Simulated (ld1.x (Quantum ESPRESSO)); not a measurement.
## Building the PAW potential for V (PBEsol, scalar-relativistic).

vanadium, PAW, made with ld1.x (Quantum ESPRESSO) 7.5 (PBEsol, scalar-relativistic). Core [Ne] 3s2, reference 3p6 3d3 4s2 4p0. Waves: 4s (bound): rcut 1.80, rcutus 2.05 bohr; 4s channel at 0.6 Ry: rcut 1.80, rcutus 2.05 bohr; 3p (bound): rcut 1.40, rcutus 1.60 bohr; 4p (bound, empty): rcut 1.40, rcutus 1.60 bohr; 3d (bound): rcut 2.05, rcutus 2.25 bohr; 3d channel at 0.35 Ry: rcut 2.05, rcutus 2.25 bohr. Local part: all-electron potential smoothed inside 2.20 bohr (lloc = -1). Core correction: Bessel-smoothed model core, default radius (core density twice the valence density). Augmentation charge: PSQ, inside the norm-conserving radii.

All-electron outer shells of the reference configuration (PBEsol, scalar-relativistic, ld1.x):

```tsv
shell	level (eV)	outermost node (bohr)	outermost maximum (bohr)
2p	-502.79	–	0.21
3s	-70.03	0.38	0.82
3p	-43.95	0.35	0.84
3d	-5.18	–	0.90
4s	-4.72	1.17	2.76
4p	-1.43	1.30	3.63
```

Question: Is a potential produced?

Answer: No. ld1.x (Quantum ESPRESSO) 7.5 stopped with "run_pseudo: Errors in PS-KS equation": the pseudo-atom solver did not find the valence states with the expected number of nodes, which is the usual sign of a ghost state. Before that it printed "Warning: n=1, l=0 expected 0 nodes, found 1".
